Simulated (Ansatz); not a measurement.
The pair A = GeH4 (SMILES [GeH4]) (first 5 atoms), B = GeH4 (SMILES [GeH4]); geometry from B3LYP-D3(BJ)/def2-TZVP.
(charge 0, multiplicity 1):
```tsv
atom	x (Å)	y (Å)	z (Å)
Ge	0.1062	0.0277	0.0037
H	-0.2452	1.4544	0.4496
H	-1.0035	-0.9338	0.4526
H	1.4344	-0.3935	0.6489
H	0.2396	-0.0169	-1.5257
Ge	-0.1062	-0.0278	4.0963
H	0.3029	-1.4311	3.6268
H	-1.4480	0.3520	3.4535
H	0.9659	0.9848	3.6686
H	-0.2462	-0.0156	5.6257
```

Cores are frozen in the correlated methods. Filled d and f shells under p-block atoms count as core. MP2 and its Hartree–Fock in aug-cc-pVTZ are density fitted.

Run with Ansatz (Gaussian basis) for Hartree–Fock, density functionals and correlated methods. Each number belongs to the level named beside it.

The counterpoise-corrected interaction energy is E(AB) − E(A in the pair's basis) − E(B in the pair's basis). Total energies (hartree):

```json
[
 {"level": "HF/aug-cc-pVDZ", "AB": "-4155.2867340", "A in the pair's basis": "-2077.6441949", "B in the pair's basis": "-2077.6441954"},
 {"level": "MP2/aug-cc-pVDZ", "AB": "-4155.5252086", "A in the pair's basis": "-2077.7622779", "B in the pair's basis": "-2077.7622784"},
 {"level": "HF/aug-cc-pVTZ", "AB": "-4155.4347103", "A in the pair's basis": "-2077.7181739", "B in the pair's basis": "-2077.7181739"},
 {"level": "MP2/aug-cc-pVTZ", "AB": "-4155.7197774", "A in the pair's basis": "-2077.8593975", "B in the pair's basis": "-2077.8593974"},
 {"level": "CCSD(T)/aug-cc-pVDZ", "AB": "-4155.5922921", "A in the pair's basis": "-2077.7957738", "B in the pair's basis": "-2077.7957743"}
]
```

Work out the counterpoise-corrected interaction energy at the basis-set limit: extrapolate the MP2 correlation part as X⁻³, take Hartree–Fock from the larger set, and add the CCSD(T) − MP2 difference of aug-cc-pVDZ.


1. Differences (1 hartree = 627.509 kcal/mol): HF/aug-cc-pVDZ 1.039; MP2/aug-cc-pVDZ -0.409; HF/aug-cc-pVTZ 1.028; MP2/aug-cc-pVTZ -0.617; CCSD(T)/aug-cc-pVDZ -0.467.
2. Correlation parts, MP2 less HF: -1.449 in aug-cc-pVDZ (X = 2), -1.644 in aug-cc-pVTZ (X = 3).
3. Limit (3³·(-1.644) − 2³·(-1.449))/(3³ − 2³) = -1.726; with HF/aug-cc-pVTZ it gives -0.699.
4. CCSD(T) less MP2 in aug-cc-pVDZ: -0.058.
Result: -0.76 kcal/mol, against -0.41 at MP2/aug-cc-pVDZ. It is an estimate of this method's limit, not of the exact value.

Ansatz is a quantum-chemistry and plane-wave program.
